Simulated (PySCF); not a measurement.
# A ladder for the ionisation energy of Fe²⁺

Fe²⁺ [Ar] 3d6 (5D) → Fe³⁺ [Ar] 3d5 (6S). Scalar values calculated with PySCF 2.14 in x2c-TZVPPall with one added diffuse shell each of s, p, d, f type (spin-free X2C; valence: [Ar] frozen; valence and next inner shell: [Ne] frozen). The spin-orbit shift comes from two-component X2C-1e calculations (generalised Hartree-Fock, GHF, and MP2 on its spinors, GMP2) in x2c-QZVPPall-2c: GMP2 gives 30.495 eV without and 30.547 eV with screened spin-orbit coupling, a shift of 0.052 eV (GHF: 0.050 eV). Sums use unrounded values; where a UHF row is shifted, it takes the GHF shift.

```tsv
method	scalar (eV)
UHF	28.308
MP2 (valence)	29.874
SCS-MP2 (valence)	30.049
CCSD (valence)	29.837
CCSD(T) (valence)	29.880
MP2 (valence and next inner shell)	30.390
SCS-MP2 (valence and next inner shell)	30.355
CCSD (valence and next inner shell)	30.119
CCSD(T) (valence and next inner shell)	30.180
LDA	31.629
PBE	31.450
PBE0	30.966
r2SCAN	30.765
TPSSh	31.178
wB97X-V	31.028
HSE06	30.997
BHandHLYP	30.589
```

(1) Form a composite estimate from CCSD(T) (valence and next inner shell) and the spin-orbit shift, and compare it with the reference, 30.651 ± 0.012 eV (measured; NIST Atomic Spectra Database, ionization energies).

The errors of the correlated levels include the incompleteness of the basis and the frozen core, so a lower level can come closer by cancellation.

## Answers

(1) 30.180 + (0.052) = 30.232 eV, an error of -0.419 eV.
